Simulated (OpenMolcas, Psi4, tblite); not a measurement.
C2HBF2 (SMILES C#CB(F)F): methods side by side

The species is C2HBF2 (6 atoms), meant as a singlet with charge 0. SMILES: `C#CB(F)F`. Geometry: relaxed at PBE0-D4/def2-TZVP.

```xyz
6

C    -0.8837    0.4508    1.2534
C    -0.2186    0.1062    0.3117
B     0.6220   -0.3292   -0.8784
F     0.1536   -1.1795   -1.7666
F     1.8417    0.1317   -1.0541
H    -1.4730    0.7560    2.0879
```

Each level gives the dipole moment (D). The values are calculated.

```
           level             kind     program  value (D)
       IPEA1-xTB   semi-empirical      tblite       2.38
    HF/def2-SVPD     Hartree–Fock  OpenMolcas       2.25
 SVWN5/def2-SVPD              LDA  OpenMolcas       1.97
  BLYP/def2-SVPD              GGA        Psi4       1.92
 M06-L/def2-SVPD         meta-GGA  OpenMolcas       1.88
  TPSS/def2-SVPD         meta-GGA        Psi4       1.93
M06-2X/def2-SVPD  hybrid meta-GGA  OpenMolcas       2.02
```

The values span 1.88 to 2.38 D. Magnitudes only.
